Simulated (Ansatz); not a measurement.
C3H7AlO2, relaxed with RKS PBE0-D4/def2-TZVP in the Gaussian-basis code of Ansatz from a PBE-D4/def2-SVP geometry. The force threshold is 0.005 eV/Å; the program also tests the step.

The species carries charge 0 and has multiplicity 1. The bonds changed during the relaxation, so this is another structure than the one it started from.

Start:

```xyz
13

O    -1.871   -0.666    1.089
Al   -0.539   -1.530    0.387
C     0.408   -0.511   -0.989
C     0.154    1.007   -1.044
C     0.700    1.091    0.391
O     1.073   -0.334    0.439
H    -2.334   -1.018    1.865
H    -0.172   -3.026    0.795
H     1.162   -0.911   -1.694
H     0.769    1.552   -1.787
H    -0.904    1.309   -1.164
H    -0.052    1.324    1.172
H     1.605    1.714    0.539
```

```
step  energy (eV)  largest force (eV/Å)  largest move (Å)
   1  -13908.2609                 0.708             0.000
   2  -13908.3132                 0.320             0.030
   3  -13908.3245                 0.117             0.017
   4  -13908.3258                 0.031             0.010
   5  -13908.3264                 0.033             0.011
   6  -13908.3264                 0.038             0.016
   7  -13908.3266                 0.007             0.009
   8  -13908.3266                 0.005             0.003
```

End:

```xyz
13

O    -1.848   -0.673    1.098
Al   -0.516   -1.497    0.409
C     0.395   -0.506   -0.982
C     0.149    1.003   -1.037
C     0.702    1.085    0.384
O     1.044   -0.333    0.439
H    -2.360   -1.045    1.813
H    -0.160   -2.989    0.790
H     1.148   -0.894   -1.666
H     0.754    1.535   -1.771
H    -0.893    1.303   -1.146
H    -0.025    1.335    1.158
H     1.609    1.676    0.512
```

It took 17 s on 4 threads of an AMD EPYC 9R45 on a shared host, with 0.72 GiB of host memory at the peak.
